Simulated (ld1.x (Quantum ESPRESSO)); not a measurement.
**PBE ultrasoft dataset for Mo, scalar-relativistic all-electron reference.**

ld1.x (Quantum ESPRESSO) 7.5 was run on this input:

```
&input
   title='Mo', zed=42., rel=1, dft='PBE', iswitch=3,
   config='[Kr] 4d4 4f-2 5s0 5p0',
   nld=4, rlderiv=3.05, eminld=-4.0, emaxld=5.0, deld=0.02
 /
 &inputp
   pseudotype=3, tm=.true., lloc=-1, rcloc=2.50,
   nlcc=.false.,
   which_augfun='PSQ', rmatch_augfun_nc=.true.,
   file_pseudopw='Mo.UPF', file_wfcaegen='ae.wfc', file_wfcncgen='nc.wfc', file_beta='beta', file_chi='chi', file_wfcusgen='us.wfc'
 /
8
5S  1  0   0.00   0.00  1.80  2.25  0.0
5S  1  0   0.00  -1.00  1.80  2.25  0.0
5P  2  1   0.00   0.00  2.45  2.60  0.0
5P  2  1   0.00  -0.05  2.45  2.60  0.0
4D  3  2   4.00   0.00  2.45  2.80  0.0
4D  3  2   0.00  -0.55  2.45  2.80  0.0
4F  4  3  -2.00   0.40  2.05  2.65  0.0
4F  4  3  -2.00   1.20  2.05  2.65  0.0
 &test
   configts(1)='4d4 5s0 5p0'
 /
```

Command:

```bash
ld1.x < Mo.in > Mo.out
```

The program printed (shortened: banner, matrices, multipoles, cross overlaps and the repeated all-electron block are left out):

```
[... start of the log left out ...]

     s(1S/1S) =  1.000000  <r> =   0.0352  <r2> =    0.0017  r(max) =   0.0229
     s(2S/2S) =  1.000000  <r> =   0.1537  <r2> =    0.0279  r(max) =   0.1303
     s(2P/2P) =  1.000000  <r> =   0.1340  <r2> =    0.0219  r(max) =   0.1041
     s(3S/3S) =  1.000000  <r> =   0.4289  <r2> =    0.2107  r(max) =   0.3819
     s(3P/3P) =  1.000000  <r> =   0.4306  <r2> =    0.2158  r(max) =   0.3771
     s(4S/4S) =  1.000000  <r> =   1.1039  <r2> =    1.3807  r(max) =   0.9874
     s(4P/4P) =  1.000000  <r> =   1.2273  <r2> =    1.7244  r(max) =   1.0643
     s(3D/3D) =  1.000000  <r> =   0.4152  <r2> =    0.2074  r(max) =   0.3246
     s(4D/4D) =  1.000000  <r> =   1.7260  <r2> =    3.5558  r(max) =   1.3496
     s(5S/5S) =  1.000000  <r> =   2.9399  <r2> =    9.7052  r(max) =   2.6178
     s(5P/5P) =  1.000000  <r> =   3.5242  <r2> =   13.9584  r(max) =   3.1184

     ------------------------ End of All-electron run ------------------------

     --------------------- Generating US pseudopotential ---------------------

      Generating local potential from pseudized AE potential:
      Matching radius rcloc =   2.5000

      Local pseudo, rcloc= 2.490 Estimated cut-off energy=     3.73 Ry
      Wfc-us  5S rcutus= 2.253  Estimated cut-off energy=    23.62 Ry
      Wfc-us  5S rcutus= 2.253  Estimated cut-off energy=     8.38 Ry
      Wfc-us  5P rcutus= 2.618  Estimated cut-off energy=    10.33 Ry
      Wfc-us  5P rcutus= 2.618  Estimated cut-off energy=    11.45 Ry
      Wfc-us  4D rcutus= 2.822  Estimated cut-off energy=    15.05 Ry
      Wfc-us  4D rcutus= 2.822  Estimated cut-off energy=    26.69 Ry
      Wfc-us  4F rcutus= 2.618  Estimated cut-off energy=    22.29 Ry
           3        1230        1229   100.71858912216196

 %%%%%%%%%%%%%%%%%%%%%%%%%%%%%%%%%%%%%%%%%%%%%%%%%%%%%%%%%%%%%%%%%%%%%%%%%%%%%%
     Error in routine compute_chi (1):
     n is too large
 %%%%%%%%%%%%%%%%%%%%%%%%%%%%%%%%%%%%%%%%%%%%%%%%%%%%%%%%%%%%%%%%%%%%%%%%%%%%%%

     stopping ...
```

The run stopped because near the origin the numerical χ = (ε − T − V_loc)φ did not join its small-r series within 0.05 bohr.

The run took about 0.09 s on one core of a shared server CPU.
